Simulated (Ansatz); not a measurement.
Isolated molecules relaxed with PBE0-D4/def2-TZVP in Ansatz; ΔE leaves out vibrations. CCSD(T)/CBS adds triple-zeta CCSD(T) − MP2 to the extrapolated MP2 energy (def2 sets, frozen cores). Functionals use def2-TZVPP. def2 core potentials past Kr. For In outer-core shells are correlated without core-valence functions, which leaves a few kJ/mol of doubt a bond. One conformer a species, not always the lowest.

Consider the formal exchange of groups at a C–C bond: `O=CCBCl` + `[InH3]` → `O=[CH][InH2]` + `CBCl`.

`O=CCBCl`:

Z-matrix (Å, degrees):
```
C
C 1 1.498
B 1 1.560 2 112.8
H 1 1.104 2 106.9 3 -112.1
H 1 1.091 2 111.2 3 129.7
O 2 1.199 1 124.3 3 -118.5
H 2 1.112 1 115.0 3 60.4
Cl 3 1.740 1 120.7 2 148.2
H 3 1.193 1 122.4 2 -33.8
```

`[InH3]`:

Z-matrix (Å, degrees):
```
In
H 1 1.724
H 1 1.724 2 120.0
H 1 1.724 2 120.0 3 -180.0
```

`O=[CH][InH2]`:

Z-matrix (Å, degrees):
```
C
In 1 2.215
O 1 1.205 2 115.5
H 1 1.118 2 125.6 3 -180.0
H 2 1.724 1 118.8 3 -86.3
H 2 1.724 1 118.8 3 86.2
```

`CBCl`:

Cartesian coordinates in Å:
```
C -0.484 0.431 -0.315
B 0.630 -0.453 0.298
Cl 0.280 -1.661 1.515
H -1.490 0.219 0.048
H -0.466 0.335 -1.407
H -0.249 1.485 -0.120
H 1.778 -0.356 -0.019
```

| level | ΔE (kcal/mol) |
| --- | --- |
| BHLYP-D4 | 4.4 |
| B2PLYP | 2.8 |
| HF/def2-SVP | 7.5 |
| HF/CBS(def2) | 5.7 |

Q: What does CCSD(T)/CBS give? (An estimate is asked.)

A: Computed: +2.9 kcal/mol. The listed levels differ from it by 1.5, -0.1, 4.6, 2.8 kcal/mol.

Largest T1 diagnostic among the species: 0.017.

Leaving LDA and LC-ωPBE aside and taking each functional with its dispersion term where it has one, the values, not all of them listed here, spread over 4.5 kcal/mol, from BLYP-D4 to B97M-V. LDA lies +3.6 kcal/mol from PBE without D4. From BLYP to BHLYP (50 % exact exchange), in def2-TZVPP and without D4, ΔE moves by +4.0 kcal/mol. At CCSD(T), def2-SVP lies +3.1 kcal/mol from the extrapolated value and def2-TZVPP +0.6 kcal/mol.
